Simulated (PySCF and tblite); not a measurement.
Results of a calculation; reference values are marked as such.
**Rearrangement: stationary points, barriers and rates**

System: C5H7FGe, numbered as in [F:1][C:2]1=[CH:3][C@H:4]([GeH3:5])[CH:6]=[CH:7]1.

Motion: shift of H on C4 from C4 to C6. Level: PBE/pcSseg-1 + D3(BJ), IEF-PCM chloroform on B3LYP-D3(BJ)/def2-SVP stationary points, with GFN2-xTB thermal terms. Rate constants are transition-state-theory values, counting equivalent paths, without tunnelling. (PySCF 2.14 with density fitting, tblite 0.8.)

```json
{"point": "start", "symmetry": "C1", "E(GFN2) kcal/mol": "0.0", "E(DFT) kcal/mol": "0.0", "ZPE change kcal/mol": "0.00", "lowest mode cm⁻¹": "72", "dipole D": "2.11"}
{"point": "saddle", "symmetry": "C1", "E(GFN2) kcal/mol": "27.8", "E(DFT) kcal/mol": "26.3", "ZPE change kcal/mol": "-2.42", "lowest mode cm⁻¹": "1116i", "dipole D": "2.59"}
{"point": "end", "symmetry": "Cs", "E(GFN2) kcal/mol": "1.3", "E(DFT) kcal/mol": "2.7", "ZPE change kcal/mol": "0.10", "lowest mode cm⁻¹": "58", "dipole D": "1.64"}
```

```
Electronic barrier                                      : 26.3 kcal/mol
Barrier with zero-point energy                          : 23.9 kcal/mol
ΔH‡ (298 K)                                             : 23.9 kcal/mol
ΔS‡ (298 K, symmetry apart)                             : 0.0 cal/(mol K)
Paths                                                   : 1 equivalent path
End point                                               : a different minimum
Mean lifetime of the start against this motion at 298 K : 13 h
Cost                                                    : 4.9 min on 1 thread of Arm Neoverse V2, shared host (rough), peak memory 0.87 GiB, launched as `OMP_NUM_THREADS=1 python ens_run.py task.json out`
```

| T/K | ΔG‡ kcal/mol | k s⁻¹ | ΔG kcal/mol | k back s⁻¹ |
| --- | --- | --- | --- | --- |
| 298 | 23.8 | 2.1×10⁻⁵ | 2.5 | 0.003 |
| 350 | 23.9 | 0.0094 | 2.5 | 0.67 |
| 400 | 23.9 | 0.77 | 2.4 | 32 |

ΔG and ΔG‡ leave out symmetry numbers and mirror images; rates count paths: 1 out, 2 back.

Tunnelling of the moving H, left out here, will speed the real process. Spin–orbit effects of heavy atoms on shieldings are missing.
